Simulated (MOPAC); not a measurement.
MOPAC input (PM6):

```
PM6 PRECISE GNORM=0.05 LET XYZ GEO-OK AUX(PRECISION=9) THREADS=1
H4BN

B    -0.77657967 1    0.03230627 1   -0.00413419 1
N     0.60979542 1   -0.02536793 1    0.00324630 1
H    -1.39837774 1   -0.98543134 1   -0.02544751 1
H    -1.31189213 1    1.09818051 1    0.01101914 1
H     1.19719081 1    0.79223349 1    0.02089926 1
H     1.12740949 1   -0.88893853 1   -0.00852404 1
```

Output:

```
 *******************************************************************************
 **                                                                           **
 **                              MOPAC v23.2.5                                **
 **                                                                           **
 *******************************************************************************
 ** MOPAC's Digital Object Identifier: https://doi.org/10.5281/zenodo.6511958 **
 **                                                                           **
 ** Please cite the open-source release paper for use of this MOPAC version:  **
 ** J. E. Moussa and J. J. P. Stewart (2026)                                  **
 ** MOPAC: An open-source semiempirical molecular orbital program             **
 ** J. Open Source Softw., 11(119), 8025, https://doi.org/10.21105/joss.08025 **
 *******************************************************************************

                              PM6 CALCULATION RESULTS

 *******************************************************************************
 *  PM6        - The PM6 Hamiltonian to be used
 *  GEO-OK     - OVERRIDE INTERATOMIC DISTANCE AND OTHER SAFETY CHECKS
 *  LET        - OVERRIDE SOME SAFETY CHECKS
 *  PRECISE    - TIGHTER CRITERIA TO BE USED
 *  XYZ        - CARTESIAN COORDINATE SYSTEM TO BE USED
 *  GNORM      - EXIT WHEN GRADIENT NORM DROPS BELOW 0.050
 *  AUX        - OUTPUT AUXILIARY INFORMATION
 *******************************************************************************
PM6 PRECISE GNORM=0.05 LET XYZ GEO-OK AUX(PRECISION=9) THREADS=1
 H4BN

   ATOM   CHEMICAL          X               Y               Z
  NUMBER   SYMBOL      (ANGSTROMS)     (ANGSTROMS)     (ANGSTROMS)

     1       B         -0.77657967  *   0.03230627  *  -0.00413419  *
     2       N          0.60979542  *  -0.02536793  *   0.00324630  *
     3       H         -1.39837774  *  -0.98543134  *  -0.02544751  *
     4       H         -1.31189213  *   1.09818051  *   0.01101914  *
     5       H          1.19719081  *   0.79223349  *   0.02089926  *
     6       H          1.12740949  *  -0.88893853  *  -0.00852404  *

          CARTESIAN COORDINATES

    NO.       ATOM           X           Y           Z

     1         B         -0.7766      0.0323     -0.0041
     2         N          0.6098     -0.0254      0.0032
     3         H         -1.3984     -0.9854     -0.0254
     4         H         -1.3119      1.0982      0.0110
     5         H          1.1972      0.7922      0.0209
     6         H          1.1274     -0.8889     -0.0085

 General Reference for PM6:
 "Optimization of Parameters for Semiempirical Methods V: Modification of NDDO Approximations
 and Application to 70 Elements", J. J. P. Stewart, J. Mol. Mod., 13, 1173-1213 (2007)
 URL: https://link.springer.com/article/10.1007/s00894-007-0233-4

           Empirical Formula: H4 N B  =     6 atoms

      MOLECULAR POINT GROUP   :   C2v

      RHF CALCULATION, NO. OF DOUBLY OCCUPIED LEVELS = 6

          Geometry optimization using EF

          DIAGONAL MATRIX USED AS START HESSIAN

 CYCLE:     1  GRAD.:    16.290 HEAT: -12.94360
 CYCLE:     2  GRAD.:   134.098 HEAT: -8.499766
 CYCLE:     3  GRAD.:    16.416 HEAT: -12.91248
 CYCLE:     4  GRAD.:    50.618 HEAT: -11.69790
 CYCLE:     5  GRAD.:     6.078 HEAT: -13.01189
 CYCLE:     6  GRAD.:    13.922 HEAT: -12.90153
 CYCLE:     7  GRAD.:     0.109 HEAT: -13.03733
 CYCLE:     8  GRAD.:     0.018 HEAT: -13.03734

     GRADIENT =  0.01794 IS LESS THAN CUTOFF =  0.05000

 -------------------------------------------------------------------------------
 PM6 PRECISE GNORM=0.05 LET XYZ GEO-OK AUX(PRECISION=9) THREADS=1
 H4BN

     GEOMETRY OPTIMISED USING EIGENVECTOR FOLLOWING (EF).
     SCF FIELD WAS ACHIEVED

                              PM6 CALCULATION
                                                       MOPAC v23.2.5 Linux

          FINAL HEAT OF FORMATION =        -13.03734 KCAL/MOL =     -54.54823 KJ/MOL

          COSMO AREA              =         70.49 SQUARE ANGSTROMS
          COSMO VOLUME            =         51.88 CUBIC ANGSTROMS

          GRADIENT NORM           =          0.01794          =       0.00732 PER ATOM
          IONIZATION POTENTIAL    =         10.908392 EV
          HOMO LUMO ENERGIES (EV) =        -10.908  1.245
          NO. OF FILLED LEVELS    =          6
          MOLECULAR WEIGHT        =         28.8483         POINT GROUP:  C2v

          MOLECULAR DIMENSIONS (Angstroms)

            Atom       Atom       Distance
            H     6    H     4     3.13916
            H     5    H     3     3.00503
            H     4    H     5     0.00000

          SCF CALCULATIONS        =          9

   ATOM   CHEMICAL          X               Y               Z
  NUMBER   SYMBOL      (ANGSTROMS)     (ANGSTROMS)     (ANGSTROMS)

     1       B         -0.77606593  *   0.03228478  *  -0.00413146  *
     2       N          0.61496905  *  -0.02558312  *   0.00327384  *
     3       H         -1.40364230  *  -0.97746074  *  -0.02534181  *
     4       H         -1.31779913  *   1.09067494  *   0.01085398  *
     5       H          1.19207973  *   0.78732061  *   0.02078363  *
     6       H          1.12272312  *  -0.88361808  *  -0.00846057  *

                             CARTESIAN COORDINATES

   1    B       -0.776065931     0.032284775    -0.004131459
   2    N        0.614969051    -0.025583124     0.003273844
   3    H       -1.403642302    -0.977460740    -0.025341815
   4    H       -1.317799133     1.090674945     0.010853981
   5    H        1.192079732     0.787320614     0.020783628
   6    H        1.122723115    -0.883618083    -0.008460567

           Empirical Formula: H4 N B  =     6 atoms

      MOLECULAR POINT GROUP   :   C2v

                  EIGENVALUES
 -31.04446 -18.53767 -17.88161 -13.67136 -11.12650 -10.90839   1.24482   2.57382
   4.51830   5.73726   6.00418   7.12073

              NET ATOMIC CHARGES AND DIPOLE CONTRIBUTIONS

  ATOM NO.   TYPE          CHARGE      No. of ELECS.   s-Pop       p-Pop
    1          B          -0.197385        3.1974     1.10812     2.08926
    2          N          -0.395770        5.3958     1.43589     3.95988
    3          H           0.067315        0.9327     0.93268
    4          H           0.067315        0.9327     0.93268
    5          H           0.229262        0.7707     0.77074
    6          H           0.229262        0.7707     0.77074
 DIPOLE           X         Y         Z       TOTAL
 POINT-CHG.     1.236    -0.051     0.007     1.237
 HYBRID         0.874    -0.036     0.005     0.875
 SUM            2.110    -0.088     0.011     2.112

          ATOMIC ORBITAL ELECTRON POPULATIONS

     Atom    s        px        py        pz
    1  B   1.10812   0.73202   0.97912   0.37812
    2  N   1.43589   1.17362   1.16434   1.62192
    3  H   0.93268
    4  H   0.93268
    5  H   0.77074
    6  H   0.77074

 **********************
 *                    *
 * JOB ENDED NORMALLY *
 *                    *
 **********************

 == MOPAC DONE ==
```
